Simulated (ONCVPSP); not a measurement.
Configuration tests for calcium (ONCV)

```json
{
  "Element": "Ca (Z = 20)",
  "Generator": "ONCVPSP 4.0.1",
  "Type": "optimised norm-conserving Vanderbilt (ONCV)",
  "Functional": "PBEsol",
  "Relativity": "scalar-relativistic",
  "Frozen core": "[Ne]",
  "Valence charge": "10",
  "Reference configuration": "3s2 3p6 4s1 (charge +1)",
  "Partial waves": "3s+4s: rc 1.70 bohr, ncon 5, nbas 9, qcut 8.8 1/bohr, 2 projectors; 3p: rc 1.55 bohr, ncon 4, nbas 7, qcut 7 1/bohr, 3 projectors, debl 1.8 Ha; d scattering state at 0.46 Ha: rc 1.35 bohr, ncon 4, nbas 8, qcut 7.6 1/bohr, local",
  "Local potential": "the d channel",
  "Core correction": "Teter function fitted to the true core (icmod 2), fcfact 0.35"
}
```

In the d channel the program set the typed energies aside and used 0.050 Ha.

Energies are relative to the spin-unpolarised reference configuration 3s2 3p6 4s1; without spin polarisation the order of configurations can differ from experiment.

```tsv
valence configuration	charge	ΔE all-electron (eV)	error AE − PS (meV)
3s2 3p6 4s2	0	-6.305	+0.4
3s2 3p6 4s0	+2	11.682	-0.1
3s2 3p6 4s0 4p2	0	-1.359	+0.1
```

Problem. What are ΔE and the potential's error for 3s2 3p6 4s1.5?

Solution. ΔE = -3.802 eV all-electron; the error (AE − PS) is +0.2 meV.

Note: ghosts flagged at negative energy: s at -1.66 eV; no localised positive-energy state flagged. A true bound ghost makes a file unfit for plane-wave use.
